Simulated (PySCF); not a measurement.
## Magnetic susceptibility: `InChI=1S/C5H9AsBN/c1-5(2)7-6-3-4-8-7/h6-7H,1,3H2,2H3/t7-/m0/s1`

Molfile (atoms numbered from 1):
```
C5H9AsBN
     RDKit          3D

 17 17  0  0  0  0  0  0  0  0999 V2000
   -1.6197   -1.3801    0.0436 C   0  0  0  0  0  0  0  0  0  0  0  0
   -0.6699   -1.7782    0.8828 C   0  0  0  0  0  0  0  0  0  0  0  0
   -0.5757   -3.2235    1.2819 C   0  0  0  0  0  0  0  0  0  0  0  0
    0.4016   -0.7865    1.5168 B   0  0  2  0  0  0  0  0  0  0  0  0
   -0.3985    0.3331    2.3681 N   0  0  0  0  0  0  0  0  0  0  0  0
   -0.0816    1.1287    1.5500 C   0  0  0  0  0  0  0  0  0  0  0  0
    0.3199    1.9712    0.4974 C   0  0  0  0  0  0  0  0  0  0  0  0
    1.3809    0.3714   -0.1670 As  0  0  0  0  0  3  0  0  0  0  0  0
   -2.3581   -2.0513   -0.3675 H   0  0  0  0  0  0  0  0  0  0  0  0
   -1.7173   -0.3421   -0.2544 H   0  0  0  0  0  0  0  0  0  0  0  0
   -0.6919   -3.3152    2.3605 H   0  0  0  0  0  0  0  0  0  0  0  0
   -1.3361   -3.8264    0.7896 H   0  0  0  0  0  0  0  0  0  0  0  0
    0.4092   -3.6119    1.0241 H   0  0  0  0  0  0  0  0  0  0  0  0
    1.2738   -1.1890    2.1986 H   0  0  0  0  0  0  0  0  0  0  0  0
    0.9169    2.8298    0.7954 H   0  0  0  0  0  0  0  0  0  0  0  0
   -0.5015    2.2569   -0.1585 H   0  0  0  0  0  0  0  0  0  0  0  0
    2.5799    0.7654    0.6774 H   0  0  0  0  0  0  0  0  0  0  0  0
  1  2  2  0
  2  3  1  0
  2  4  1  0
  4  5  1  0
  5  6  3  0
  6  7  1  0
  7  8  1  0
  8  4  1  0
  1  9  1  0
  1 10  1  0
  3 11  1  0
  3 12  1  0
  3 13  1  0
  4 14  1  1
  7 15  1  0
  7 16  1  0
  8 17  1  0
M  CHG  2   4  -1   5   1
M  END
```

Level of theory: GIAO B3LYP/pcSseg-1 magnetisability, rotational g tensor and spin-rotation constants, non-relativistic, gas phase in PySCF. Geometry: GFN2-xTB.

The calculation is non-relativistic, which matters for the atoms heavier than Zn.

(1) What are the magnetisability and the molar susceptibility?

(2) Split it along the inertial axes a, b, c into diamagnetic and paramagnetic parts about the centre of mass, with the quadrupole moment.

(3) And the rotational g tensor?

Answers

(1) Isotropic -1491 × 10⁻³⁰ J/T², or -89.8 × 10⁻⁶ cm³/mol; principal values -1571, -1518, -1383 × 10⁻³⁰ J/T², anisotropy 168 × 10⁻³⁰ J/T² (root of half the summed squared differences of the principal values). The susceptibility is in cgs units.

(2) 
```
axis  χ (10⁻⁶ cm³/mol)  diamagnetic (10⁻⁶ cm³/mol)  paramagnetic (10⁻⁶ cm³/mol)  summed x² of all electrons (Å²)  quadrupole Θ (D Å)
   a             -86.2                      -609.9                        523.7                            244.1               +3.75
   b             -90.5                     -1269.4                       1178.9                             88.7               -3.27
   c             -92.6                     -1412.0                       1319.4                             55.1               -0.49
```
Anisotropies 2χaa − χbb − χcc = +10.6 and 2χbb − χaa − χcc = -2.2 × 10⁻⁶ cm³/mol. Θ is traceless in Buckingham's convention.

(3) 
```tsv
axis	rotational constant (GHz)	g	nuclear part	electronic part
a	2.3729	-0.0287	0.5551	-0.5837
b	1.0507	-0.0086	0.5734	-0.5819
c	0.8973	-0.0071	0.5491	-0.5562
```
Asymmetric top; isotopes 75As, 11B, 12C, 1H, 14N; no vibrational averaging.
